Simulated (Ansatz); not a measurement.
Cost and result for the atomization energy of CH$_{7}$BN$_{2}$OSi (`NC1OB1N[SiH3]`) (13 atoms, 13 bonds).

```xyz
13

N     0.135    0.854    2.256
C     0.882    0.141    1.340
O     0.725   -1.445    1.306
B     0.335   -0.742    0.240
N    -0.261   -0.953   -1.010
Si   -0.639    0.276   -2.177
H    -0.863    0.732    2.195
H     0.457    0.803    3.212
H     1.945    0.350    1.400
H    -0.467   -1.916   -1.240
H    -2.080    0.223   -2.542
H     0.148    0.097   -3.425
H    -0.316    1.581   -1.556
```

The species carries charge 0 and has multiplicity 1. The geometry is a stationary point of PBE0-D4/def2-TZVP. It is one conformer, not always the lowest. Program: Ansatz. All runs use 4 threads of an Arm Neoverse V2 on a shared host. Times are those of one run each, without the atoms' runs, and a repeat can differ threefold. Electronic energies, without spin–orbit coupling; frozen cores. CCSD(T)/CBS adds CCSD(T) − MP2 in def2-TZVPP to the MP2 limit, and its time is that of the two runs behind it. T1 = 0.014. B3LYP takes the VWN-RPA correlation (the form of Gaussian; ORCA's B3LYP/G).

CCSD(T)/CBS is a level of theory with its own doubt, some kJ/mol a heavy atom from the limit and from the frozen cores, so smaller differences don't rank the functionals.

```json
{"level": "LDA (SPW92)/def2-TZVPP", "functions": "295", "wall time": "1.6 s"}
{"level": "BLYP-D4/def2-TZVPP", "functions": "295", "wall time": "2.6 s"}
{"level": "PBE-D4/def2-TZVPP (with forces)", "functions": "295", "wall time": "3.1 s"}
{"level": "r2SCAN-D4/def2-TZVPP (with forces)", "functions": "295", "wall time": "6 s"}
{"level": "B3LYP-D4/def2-TZVPP (with forces)", "functions": "295", "wall time": "6.5 s"}
{"level": "r2SCANh-D4/def2-TZVPP", "functions": "295", "wall time": "7 s"}
{"level": "ωB97X-V/def2-TZVPP", "functions": "295", "wall time": "9.5 s"}
{"level": "CCSD(T)/def2-SVP", "functions": "123", "wall time": "11 s"}
{"level": "B97M-V/def2-TZVPP", "functions": "295", "wall time": "11 s"}
{"level": "ωB97M-V/def2-TZVPP (with forces)", "functions": "295", "wall time": "14 s"}
{"level": "MP2/def2-QZVPP", "functions": "565", "wall time": "32 s"}
{"level": "CCSD(T)/def2-TZVPP", "functions": "295", "wall time": "16 min"}
{"level": "CCSD(T)/CBS(def2)", "functions": "–", "wall time": "16 min"}
```

Question: What atomization energy does each give, and how far from CCSD(T)/CBS? (An estimate is asked.)

Answer: The calculation gave: 
```tsv
level	atomization (kJ/mol)	difference from CCSD(T)/CBS	per bond
LDA (SPW92)/def2-TZVPP	5673.8	781.3	60.1
BLYP-D4/def2-TZVPP	4943.6	51.1	3.9
PBE-D4/def2-TZVPP (with forces)	5035.4	142.9	11.0
r2SCAN-D4/def2-TZVPP (with forces)	4914.9	22.4	1.7
B3LYP-D4/def2-TZVPP (with forces)	4927.8	35.3	2.7
r2SCANh-D4/def2-TZVPP	4875.1	-17.4	-1.3
ωB97X-V/def2-TZVPP	4933.9	41.4	3.2
CCSD(T)/def2-SVP	4587.7	-304.8	-23.4
B97M-V/def2-TZVPP	4920.4	27.9	2.1
ωB97M-V/def2-TZVPP (with forces)	4935.4	42.9	3.3
MP2/def2-QZVPP	4932.7	40.2	3.1
CCSD(T)/def2-TZVPP	4745.1	-147.4	-11.3
CCSD(T)/CBS(def2)	4892.5	0.0	0.0
```

From BLYP to BHLYP (50 % exact exchange), in def2-TZVPP and without D4, the atomization energy moves by −165.3 kJ/mol: exact exchange takes away binding that semilocal exchange gives to molecules. At CCSD(T), def2-SVP lies −304.8 kJ/mol from the extrapolated value and def2-TZVPP −147.4 kJ/mol: correlation converges slowly with the basis, and small sets miss more of it in the bonded molecule than in its fragments. The D4 term adds +41.0 kJ/mol with B3LYP and +21.8 kJ/mol with PBE0; it sums over pairs of atoms, weighted by their polarisabilities, and B3LYP, whose exchange is more repulsive, gets the larger term.
